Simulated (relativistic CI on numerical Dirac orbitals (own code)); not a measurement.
One change at a time: Pm⁵⁶⁺

Base calculation: Dirac-Coulomb-Breit CI, separate exchange-only KLI orbitals for each configuration, QED by a radiative potential, unscaled Slater integrals.

Configurations in the expansion (outside the closed core 1s2): 2s2 2p, 2s 2p2, 2p3, 2p2 3s, 2p2 3p, 2p2 3d, 2s2 3s, 2s2 3p, 2s2 3d, 2s 2p 3s, 2s 2p 3p, 2s 2p 3d, 2s2 4s, 2s2 4p, 2s2 4d, 2s2 4f. Levels of other configurations are missing.

Variants: (1) valence Slater integrals scaled by 0.9; (2) QED terms removed. Shifts of the energy above 2s2 2p 2P°_1/2, in eV, for the lowest level and the first level of each name with at least 55 % of one term (blank where a level changes its place among those of its configuration and J or its character, or is not in the variant):

| Level | Base | Δ(1) | Δ(2) |
| --- | --- | --- | --- |
| 2s2 2p 2P°_1/2 | 0.00 | 0.00 | 0.00 |
| 2s2 2p 2P°_3/2 | 613.87 | +0.74 | -0.68 |
| 2s 2p2 4P_3/2 | 751.19 | +5.11 | +8.65 |
| 2s 2p2 2D_5/2 | 787.14 | +1.06 | +8.65 |
| 2s 2p2 2P_1/2 | 844.48 | -4.60 | +8.69 |
| 2s 2p2 2D_3/2 | 845.80 | -4.60 | +8.68 |
| 2s 2p2 4P_5/2 | 1383.42 | +2.90 | +7.77 |
| 2s 2p2 2S_1/2 | 1469.76 | -5.22 | +7.78 |
| 2s 2p2 2P_3/2 | 1470.87 | -5.70 | +7.80 |
| 2p3 2D°_5/2 | 1651.70 | -0.55 | +17.37 |
| 2p3 2P°_1/2 | 1696.61 | -4.59 | +17.35 |
| 2s2 3s 2S_1/2 | 6815.92 | +1.57 | -2.24 |
| 2s2 3p 2P°_1/2 | 6883.15 | +1.75 | +0.70 |
| 2s 2p 3s 4P°_1/2 | 6948.44 | +2.17 | +6.98 |
| 2s 2p 3s 4P°_3/2 | 6970.26 | +0.24 | +6.91 |
| 2s 2p 3s 2P°_1/2 | 6994.98 | -2.32 | +7.01 |
| 2s 2p 3p 4D_1/2 | 7005.06 | +3.05 | +9.84 |
| 2s2 3p 2P°_3/2 | 7066.17 | +1.06 | +0.45 |
| 2s2 3d 2D_3/2 | 7113.96 | +1.14 | +0.77 |
| 2s2 3d 2D_5/2 | 7163.57 | +1.24 | +0.66 |
| 2s 2p 3d 4F°_3/2 | 7233.50 | +2.89 | +9.96 |
| 2s 2p 3s 4P°_5/2 | 7563.40 | +2.99 | +6.18 |

At this charge energies of transitions that change n are usually good to better than 1 %, and those within a shell (Δn = 0) to a few per cent.

Ionisation energy from the two ground configurations alone: base 12135.2 eV. The NIST ASD value (theoretical) is 12136 eV.

LS names give the leading component of a level, which can be under half, so a name can repeat, a term be missing and a line seem to break the LS rules.
